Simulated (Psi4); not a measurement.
C3H9In (SMILES [CH3][In]([CH3])[CH3]), singlet, geometry from GFN2-xTB (such geometries of metal compounds can be far from the true shape) (all electrons, no relativity); HF/STO-3G run with Psi4.

Here is a job for Psi4.
```
memory 2 GB

molecule mol {
0 1
  In   -0.000271    0.000588   -0.000699
  C    -1.547414   -1.603627   -0.255167
  H    -1.476459   -2.031502   -1.255105
  H    -2.545325   -1.184255   -0.130214
  H    -1.399044   -2.394809    0.478474
  C    -0.162120    1.916997   -1.155486
  H     0.802561    2.172802   -1.592476
  H    -0.463524    2.724526   -0.488383
  H    -0.900661    1.823226   -1.950320
  C     1.711036   -0.315964    1.413937
  H     2.336469    0.574228    1.462973
  H     2.317505   -1.157123    1.078655
  H     1.332729   -0.540359    2.410941
}

set basis sto-3g
set reference rhf
set scf_type pk
set puream true
set d_convergence 1e-8

energy('scf')
print_variables()
```

What does Psi4 print? Leave out banner, timings and long lists.


```
   => Loading Basis Set <=

    Name: STO-3G
    Role: ORBITAL
    Keyword: BASIS

         ---------------------------------------------------------
                                   SCF
               by Justin Turney, Rob Parrish, Andy Simmonett
                          and Daniel G. A. Smith
                              RHF Reference
         ---------------------------------------------------------

  ==> Geometry <==

    Molecular point group: c1
    Full point group: C1

    Geometry (in Angstrom), charge = 0, multiplicity = 1:

       Center              X                  Y                   Z               Mass
    ------------   -----------------  -----------------  -----------------  -----------------
         IN          -0.000215799341     0.000443816383    -0.000534904920   114.903878776000
         C           -1.547358799341    -1.603771183617    -0.255002904920    12.000000000000
         H           -1.476403799341    -2.031646183617    -1.254940904920     1.007825032230
         H           -2.545269799341    -1.184399183617    -0.130049904920     1.007825032230
         H           -1.398988799341    -2.394953183617     0.478638095080     1.007825032230
         C           -0.162064799341     1.916852816383    -1.155321904920    12.000000000000
         H            0.802616200659     2.172657816383    -1.592311904920     1.007825032230
         H           -0.463468799341     2.724381816383    -0.488218904920     1.007825032230
         H           -0.900605799341     1.823081816383    -1.950155904920     1.007825032230
         C            1.711091200659    -0.316108183617     1.414101095080    12.000000000000
         H            2.336524200659     0.574083816383     1.463137095080     1.007825032230
         H            2.317560200659    -1.157267183617     1.078819095080     1.007825032230
         H            1.332784200659    -0.540503183617     2.411105095080     1.007825032230

  Running in c1 symmetry.

  Rotational constants: A =      0.13122  B =      0.13063  C =      0.06796 [cm^-1]
  Rotational constants: A =   3933.96003  B =   3916.23166  C =   2037.29014 [MHz]
  Nuclear repulsion =  351.082407629891122

  Charge       = 0
  Multiplicity = 1
  Electrons    = 76
  Nalpha       = 38
  Nbeta        = 38

  ==> Algorithm <==

  SCF Algorithm Type is PK.
  DIIS enabled.
  MOM disabled.
  Fractional occupation disabled.
  Guess Type is SAD.
  Energy threshold   = 1.00e-06
  Density threshold  = 1.00e-08
  Integral threshold = 1.00e-12

  ==> Primary Basis <==

  Basis Set: STO-3G
    Blend: STO-3G
    Number of shells: 29
    Number of basis functions: 51
    Number of Cartesian functions: 53
    Spherical Harmonics?: true
    Max angular momentum: 2

  ==> Integral Setup <==

  Using in-core PK algorithm.
   Calculation information:
      Number of atoms:                  13
      Number of AO shells:              29
      Number of primitives:             87
      Number of atomic orbitals:        53
      Number of basis functions:        51

      Integral cutoff                 1.00e-12
      Number of threads:                 1

  Performing in-core PK
  Using 1759602 doubles for integral storage.
  We computed 85642 shell quartets total.
  Whereas there are 94830 unique shell quartets.

  ==> DiskJK: Disk-Based J/K Matrices <==

    J tasked:                  Yes
    K tasked:                  Yes
    wK tasked:                  No
    Schwarz Cutoff:          1E-12

  Minimum eigenvalue in the overlap matrix is 2.3710333564E-01.
  Reciprocal condition number of the overlap matrix is 1.0403826622E-01.
    Using symmetric orthogonalization.

  ==> Pre-Iterations <==

  SCF Guess: Superposition of Atomic Densities via on-the-fly atomic UHF (no occupation information).

   -------------------------
    Irrep   Nso     Nmo
   -------------------------
     A         51      51
   -------------------------
    Total      51      51
   -------------------------

  ==> Iterations <==

                        Total Energy        Delta E     RMS |[F,P]|

   @RHF iter SAD: -5794.20125245303097   -5.79420e+03   0.00000e+00
   @RHF iter   1: -5799.99998409338787   -5.79873e+00   1.14894e-02 DIIS/ADIIS
   @RHF iter   2: -5800.33336467257050   -3.33381e-01   2.89578e-03 DIIS/ADIIS
   @RHF iter   3: -5800.34771364022799   -1.43490e-02   4.73631e-04 DIIS/ADIIS
   @RHF iter   4: -5800.34841343123844   -6.99791e-04   7.60165e-05 DIIS
   @RHF iter   5: -5800.34843234961136   -1.89184e-05   9.32964e-06 DIIS
   @RHF iter   6: -5800.34843269177418   -3.42163e-07   1.33931e-06 DIIS
   @RHF iter   7: -5800.34843269947942   -7.70524e-09   1.39803e-07 DIIS
   @RHF iter   8: -5800.34843269955036   -7.09406e-11   2.01836e-08 DIIS
   @RHF iter   9: -5800.34843269954672    3.63798e-12   5.65661e-09 DIIS
  Energy and wave function converged.

  ==> Post-Iterations <==

    Orbital Energies [Eh]
    ---------------------

    Doubly Occupied:

       1A   -986.844697     2A   -145.981080     3A   -137.993031
       4A   -137.991347     5A   -137.991344     6A    -27.670525
       7A    -24.690694     8A    -24.685114     9A    -24.685108
      10A    -16.556260    11A    -16.555459    12A    -16.555453
      13A    -16.550085    14A    -16.550079    15A    -10.951664
      16A    -10.951502    17A    -10.951368    18A     -4.217544
      19A     -3.041836    20A     -3.025781    21A     -3.025758
      22A     -0.852639    23A     -0.846166    24A     -0.846033
      25A     -0.536413    26A     -0.536331    27A     -0.534820
      28A     -0.529996    29A     -0.529941    30A     -0.487877
      31A     -0.480332    32A     -0.479940    33A     -0.479863
      34A     -0.477099    35A     -0.476983    36A     -0.390655
      37A     -0.280099    38A     -0.279813

    Virtual:

      39A      0.223893    40A      0.342865    41A      0.512426
      42A      0.513566    43A      0.749950    44A      0.750167
      45A      0.755391    46A      0.762252    47A      0.767626
      48A      0.767681    49A      0.777834    50A      0.783335
      51A      0.783615

    Final Occupation by Irrep:
              A
    DOCC [    38 ]
    NA   [    38 ]
    NB   [    38 ]

  @RHF Final Energy: -5800.34843269954672

   => Energetics <=

    Nuclear Repulsion Energy =            351.0824076298911223
    One-Electron Energy =               -8729.8402274923682853
    Two-Electron Energy =                2578.4093871629311252
    Total Energy =                      -5800.3484326995467200

Computation Completed

Properties will be evaluated at   0.000000,   0.000000,   0.000000 [a0]

Properties computed using the SCF density matrix

 Multipole Moments:

 ------------------------------------------------------------------------------------
     Multipole            Electronic (a.u.)      Nuclear  (a.u.)        Total (a.u.)
 ------------------------------------------------------------------------------------

 L = 1.  Multiply by 2.5417464519 to convert [e a0] to [Debye]
 Dipole X            :         -0.0098296            0.0078976           -0.0019320
 Dipole Y            :          0.0231966           -0.0207415            0.0024550
 Dipole Z            :         -0.0268055            0.0235634           -0.0032421
 Magnitude           :                                                    0.0045023

 ------------------------------------------------------------------------------------

  Variable Map:
  ----------------------------------------------------------------------------
  "CURRENT ENERGY"           =>   -5800.348432699547
  "CURRENT REFERENCE ENERGY" =>   -5800.348432699547
  "DD SOLVATION ENERGY"      =>       0.000000000000
  "HF KINETIC ENERGY"        =>    5799.114994912443
  "HF POTENTIAL ENERGY"      =>  -11599.463427611990
  "HF TOTAL ENERGY"          =>   -5800.348432699547
  "HF VIRIAL RATIO"          =>       2.000212694142
  "NUCLEAR REPULSION ENERGY" =>     351.082407629891
  "ONE-ELECTRON ENERGY"      =>   -8729.840227492368
  "PCM POLARIZATION ENERGY"  =>       0.000000000000
  "PE ENERGY"                =>       0.000000000000
  "SCF ITERATION ENERGY"     =>   -5800.348432699547
  "SCF ITERATIONS"           =>       9.000000000000
  "SCF TOTAL ENERGY"         =>   -5800.348432699547
  "TWO-ELECTRON ENERGY"      =>    2578.409387162931

  Array Variable Map:
  ----------------------------------------------------------------------------
  "CURRENT DIPOLE"           =>      -0.001931980472 ... -0.003242086124 1 by 3
  "SCF DIPOLE"               =>      -0.001931980472 ... -0.003242086124 1 by 3
  "SCF TOTAL ENERGIES"       =>   -5794.201252453031 ... -5800.348432699547 1 by 10
```
